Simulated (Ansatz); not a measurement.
`[SiH3][SiH2][O][SnH3]` + H₂ → `[SnH4]` + `O[SiH2][SiH3]`  (hydrogenolysis of the Sn–O bond)

Isolated molecules relaxed with PBE0-D4/def2-TZVP in Ansatz; ΔE leaves out vibrations. CCSD(T)/CBS adds triple-zeta CCSD(T) − MP2 to the extrapolated MP2 energy (def2 sets, frozen cores). This one scheme is used for every species. def2 core potentials past Kr. For Sn outer-core shells are correlated without core-valence functions, which leaves a few kJ/mol of doubt a bond. One conformer a species, not always the lowest.

| level | ΔE (kcal/mol) |
| --- | --- |
| MP2/def2-TZVPP | 5.4 |
| HF/CBS(def2) | 2.1 |

**Question.** What does CCSD(T)/CBS give? (An estimate is asked.)

**Answer.** The calculation gave: +5.8 kcal/mol. The listed levels differ from it by -0.4, -3.7 kcal/mol.

Largest T1 diagnostic among the species: 0.014.

In def2-TZVPP, CCSD(T) changes the Hartree–Fock value by +2.3 kcal/mol (the triples alone add +1.0 kcal/mol) and MP2 by +4.0 kcal/mol. The D4 term adds +2.6 kcal/mol with B3LYP and +1.5 kcal/mol with PBE0; it sums over pairs of atoms, weighted by their polarisabilities, and B3LYP, whose exchange is more repulsive, gets the larger term.

B3LYP here is the variant with VWN-RPA as its local correlation; programs differ in this.
